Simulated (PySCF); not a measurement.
Compound: C₄H₇F₃Si.
Numbering: `[CH3:1][C@@H:2]1[CH2:3][Si@H:4]1[C:5]([F:6])([F:7])[F:8]` (hydrogens: H9, H10, H11 on C1; H12 on C2; H13, H14 on C3; H15 on Si4)

The same species was optimised twice, with GFN2-xTB and with PBE0-D3(BJ)/def2-SVP (PySCF), and the same property calculations (PySCF, gas phase) were run on both structures.

```tsv
coordinate	GFN2-xTB	PBE0-D3(BJ)/def2-SVP	change
C2–Si4 (Å)	1.887	1.859	-0.028
C3–Si4 (Å)	1.878	1.851	-0.027
Si4–C5 (Å)	1.937	1.923	-0.014
C5–F7 (Å)	1.350	1.341	-0.009
C5–F8 (Å)	1.349	1.342	-0.007
C2–C3 (Å)	1.548	1.543	-0.005
C5–F6 (Å)	1.346	1.343	-0.003
C1–C2 (Å)	1.508	1.510	+0.002
Si4–C5–F6 (°)	112.9	110.1	-2.8
C3–Si4–C5 (°)	113.3	115.7	+2.4
C1–C2–Si4 (°)	121.8	123.9	+2.1
C1–C2–C3 (°)	116.9	118.9	+2.0
F7–C5–F8 (°)	105.6	106.9	+1.3
F6–C5–F7 (°)	106.2	107.2	+1.0
C2–Si4–C5 (°)	114.4	115.3	+0.9
F6–C5–F8 (°)	106.3	107.2	+0.9
C3–Si4–C5–F6 (°)	31	29	-2
```

Rotational constants: A = 3354, B = 958.6, C = 934.1 MHz (GFN2-xTB) against A = 3348, B = 976.3, C = 944.6 MHz (PBE0-D3(BJ)/def2-SVP). Point groups within 0.08 Å: C1 and C1.

On the GFN2-xTB structure: lowest singlet, TDDFT (eV) 6.25 [CAM-B3LYP/def2-SVPD]; lowest triplet, Tamm–Dancoff (eV) 4.97 [CAM-B3LYP/def2-SVPD]; isotropic polarisability (au) 77.1 [CAM-B3LYP/def2-SVPD]; HOMO (eV) -8.58 [CAM-B3LYP/def2-SVPD]; LUMO (eV) 0.80 [CAM-B3LYP/def2-SVPD]; dipole (D) 2.93 [CAM-B3LYP/def2-SVPD].

Question: What do these properties become on the PBE0-D3(BJ)/def2-SVP structure?

Answer: 
```csv
property,level,on GFN2-xTB,on PBE0-D3(BJ)/def2-SVP,change
"lowest singlet, TDDFT (eV)",CAM-B3LYP/def2-SVPD,6.25,6.45,+0.20
"lowest triplet, Tamm–Dancoff (eV)",CAM-B3LYP/def2-SVPD,4.97,5.08,+0.11
isotropic polarisability (au),CAM-B3LYP/def2-SVPD,77.1,77.3,+0.2
HOMO (eV),CAM-B3LYP/def2-SVPD,-8.58,-8.51,+0.07
LUMO (eV),CAM-B3LYP/def2-SVPD,0.80,0.91,+0.11
dipole (D),CAM-B3LYP/def2-SVPD,2.93,2.47,-0.46
"energy, GFN2-xTB geometry as zero (kcal/mol)",CAM-B3LYP/def2-SVPD,0.0,-1.4,-1.4
```

The heavy atoms differ by 0.044 Å rms after alignment. Among bonds between heavy atoms C2–Si4 and C3–Si4 change most and about equally (-0.028 to -0.027 Å). Changes are differences of the printed values. Neither structure is proved a minimum here.

The values belong to the conformer `[CH3:1][C@@H:2]1[CH2:3][Si@H:4]1[C:5]([F:6])([F:7])[F:8]`: C3–Si4–C5–F6 29°.
